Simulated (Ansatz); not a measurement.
**Energy profile**

The step: AlSiH₃ClO ([SiH3][O][Al][Cl]) + H₂O + HF → AlHClO ([OH][Al][Cl]) + SiH₄O ([OH][SiH3]) + HF; bonds formed: O2–H7, H5–F8; dative contacts that become bonds: Al1–O6; bonds broken: H5–O6, H7–F8 (atoms numbered as in the saddle structure below).

| atom | x (Å) | y (Å) | z (Å) |
| --- | --- | --- | --- |
| Al1 | -1.1725 | 0.1279 | 1.0923 |
| O2 | -0.0098 | -0.5202 | -0.1985 |
| Si3 | -0.2440 | -0.7220 | -1.8516 |
| Cl4 | -2.3090 | 1.6277 | 0.0881 |
| H5 | 1.2111 | 0.4977 | 1.6203 |
| O6 | 0.2189 | 0.8651 | 2.0526 |
| H7 | 1.0271 | -0.3840 | 0.1901 |
| F8 | 1.9984 | -0.0395 | 0.8858 |
| H9 | -1.6409 | -1.1698 | -2.0346 |
| H10 | 0.7142 | -1.7585 | -2.2975 |
| H11 | 0.0078 | 0.5536 | -2.5565 |
| H12 | 0.1986 | 0.9222 | 3.0094 |

Electronic energies by CCSD(T) at an estimated basis limit (MP2 extrapolated from triple and quadruple zeta, plus CCSD(T) − MP2 in triple zeta), on PBE0-D4/def2-TZVP structures; AlSiH6ClO2F, doublet; no counterpoise correction; spin–orbit coupling, which lowers free halogen atoms and radicals such as OH and SH, is left out. Program: Ansatz 0.2.0. Basis: def2-TZVPP and def2-QZVPP. Cores are frozen in the correlated methods; orbitals are unrestricted. Extrapolation: Hartree–Fock as exp(−7.88 √X), correlation as X^−2.97.

(1) Give the profile in eV, counted from the separated reactants. (An estimate is asked for; the value comes from the calculation.)

T1 diagnostic: at most 0.014. ⟨S²⟩ of the unrestricted Hartree–Fock references: 0.75 (a pure state has 0.75).

## Answers

(1) Computed:
```csv
point,eV
"separated: AlSiH3ClO (linked as [SiH3][O][Al][Cl]; Al1, O2, Si3, Cl4, H9, H10, H11; doublet) + H2O (H5, O6, H12; singlet) + HF (H7, F8; singlet)",0.000
start structure,-1.460
saddle,-1.252
end structure,-1.391
```
The saddle lies below the separated reactants: the barrier is submerged.

For scale, one of the runs: CCSD(T)/def2-TZVPP, 303 basis functions, launched by `ansatz run in.yaml --threads 4 --pin off --events-out ev --progress --plain --max-ram 66560MiB --backend cuda --devices 0, --max-vram 37GiB`. Hardware: 4 CPU threads of an AMD EPYC 7R13 and a share of one NVIDIA H100, shared host. Wall time 22 s; peak host memory 0.84 GiB.
